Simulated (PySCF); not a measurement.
# Magnetic susceptibility: cyclo-(SiF2)3

Geometry:
| atom | x (Å) | y (Å) | z (Å) |
| --- | --- | --- | --- |
| Si1 | -0.291 | 0.917 | -1.032 |
| F2 | 0.023 | 0.755 | -2.606 |
| F3 | -1.006 | 2.362 | -0.963 |
| Si4 | -0.941 | -0.990 | 0.350 |
| F5 | -1.130 | -2.483 | -0.231 |
| F6 | -2.111 | -0.894 | 1.456 |
| Si7 | 1.235 | 0.070 | 0.676 |
| F8 | 2.641 | -0.646 | 0.340 |
| F9 | 1.579 | 0.909 | 2.010 |

Method used: GIAO mPW1PW91/def2-SVP magnetisability, rotational g tensor and spin-rotation constants, non-relativistic, gas phase in PySCF. Geometry: GFN1-xTB.

Q: How diamagnetic is it, and how anisotropic?

A: Isotropic -1111 × 10⁻³⁰ J/T², or -66.9 × 10⁻⁶ cm³/mol; principal values -1278, -1028, -1027 × 10⁻³⁰ J/T², anisotropy 250 × 10⁻³⁰ J/T² (root of half the summed squared differences of the principal values). The susceptibility is in cgs units.

Q: Split it along the inertial axes a, b, c into diamagnetic and paramagnetic parts about the centre of mass, with the quadrupole moment.

A: 
```tsv
axis	χ (10⁻⁶ cm³/mol)	diamagnetic (10⁻⁶ cm³/mol)	paramagnetic (10⁻⁶ cm³/mol)	summed x² of all electrons (Å²)	quadrupole Θ (D Å)
a	-61.9	-1337.5	1275.6	214.7	+0.26
b	-61.9	-1337.5	1275.6	214.7	+0.26
c	-76.9	-1821.8	1744.9	100.5	-0.52
```
Anisotropies 2χaa − χbb − χcc = +15.1 and 2χbb − χaa − χcc = +15.1 × 10⁻⁶ cm³/mol. Θ is traceless in Buckingham's convention.

Q: And the rotational g tensor?

A: 
| axis | rotational constant (GHz) | g | nuclear part | electronic part |
| --- | --- | --- | --- | --- |
| a | 0.8461 | -0.0260 | 0.4811 | -0.5071 |
| b | 0.8455 | -0.0259 | 0.4808 | -0.5067 |
| c | 0.6060 | -0.0142 | 0.4825 | -0.4967 |

Oblate top; isotopes 19F, 28Si; no vibrational averaging.
